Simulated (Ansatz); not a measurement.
Relaxation of the cluster Mg₃Al₃⁺ with RKS PBE0-D4/def2-SVP.

```sh
$ ansatz run in.yaml --threads 4 --pin off --events-out ev --progress --plain --max-ram 4787MiB
```

```yaml
crystal:
  periodic: [false, false, false]
  atoms:
    - {symbol: Al, position_ang: [-1.526510, 1.771700, 0.646580]}
    - {symbol: Al, position_ang: [0.270070, 0.032600, 0.046430]}
    - {symbol: Al, position_ang: [-2.242390, -0.587180, -0.256100]}
    - {symbol: Mg, position_ang: [2.698080, -1.316480, -0.432050]}
    - {symbol: Mg, position_ang: [-0.287990, -2.525430, -1.023520]}
    - {symbol: Mg, position_ang: [1.088730, 2.624790, 1.018670]}
basis:
  gaussian: {orbitals: def2-SVP}
total_charge: 1
hamiltonian: {xc: pbe0, dispersion: d4}
scf: {lower_state_search: "off"}
output: {orbitals: {seedname: orbitals}}
relax: {f_tol: 0.02, max_steps: 100}
```

It took 22 s on 4 threads of Intel Xeon on a shared host.

Positions (Å) and forces (eV/Å) at steps 1, 2, 3, 4, 6 of 6:

```xyz
6
step=1 energy=-36087.8389 eV
Al   -1.527    1.772    0.647   -0.147   -0.269   -0.101
Al    0.270    0.033    0.046    0.578    0.065    0.025
Al   -2.242   -0.587   -0.256   -0.186    0.016   -0.011
Mg    2.698   -1.316   -0.432   -0.082    0.299    0.113
Mg   -0.288   -2.525   -1.024   -0.248    0.181    0.077
Mg    1.089    2.625    1.019    0.086   -0.293   -0.104
6
step=2 energy=-36087.9391 eV
Al   -1.532    1.709    0.623   -0.009    0.134    0.053
Al    0.299    0.028    0.044    0.235   -0.052   -0.019
Al   -2.300   -0.581   -0.261    0.117   -0.088   -0.039
Mg    2.728   -1.196   -0.389   -0.084    0.203    0.075
Mg   -0.339   -2.466   -0.994   -0.196   -0.026   -0.008
Mg    1.145    2.506    0.978   -0.062   -0.170   -0.062
6
step=3 energy=-36087.9804 eV
Al   -1.514    1.697    0.620   -0.039    0.175    0.067
Al    0.321    0.012    0.036   -0.114   -0.288   -0.114
Al   -2.289   -0.580   -0.269    0.097    0.017    0.006
Mg    2.746   -1.036   -0.333    0.008    0.041    0.013
Mg   -0.436   -2.480   -0.992    0.036   -0.017    0.000
Mg    1.172    2.387    0.938    0.012    0.073    0.029
6
step=4 energy=-36088.0048 eV
Al   -1.495    1.733    0.639   -0.014    0.038    0.011
Al    0.261   -0.071   -0.008   -0.003   -0.044   -0.015
Al   -2.290   -0.547   -0.287   -0.025   -0.019   -0.001
Mg    2.770   -0.882   -0.298    0.032   -0.003    0.003
Mg   -0.465   -2.535   -0.974   -0.001    0.009   -0.003
Mg    1.219    2.303    0.927    0.011    0.020    0.006
6
step=6 energy=-36088.0057 eV
Al   -1.494    1.738    0.638   -0.001    0.000   -0.001
Al    0.257   -0.085   -0.008    0.002   -0.004   -0.001
Al   -2.297   -0.552   -0.271   -0.002    0.002    0.002
Mg    2.784   -0.872   -0.280    0.001    0.001    0.000
Mg   -0.473   -2.531   -0.994    0.000   -0.001   -0.001
Mg    1.223    2.302    0.915    0.001    0.001    0.001
```

The restricted singlet is unstable towards broken spin symmetry in Hartree–Fock (as tested in another run); at PBE0-D4/def2-SVP this wasn't settled. Another isomer (singlet) lies 0.33 eV lower at PBE0-D4/def2-TZVP; other spin states weren't run for this one.
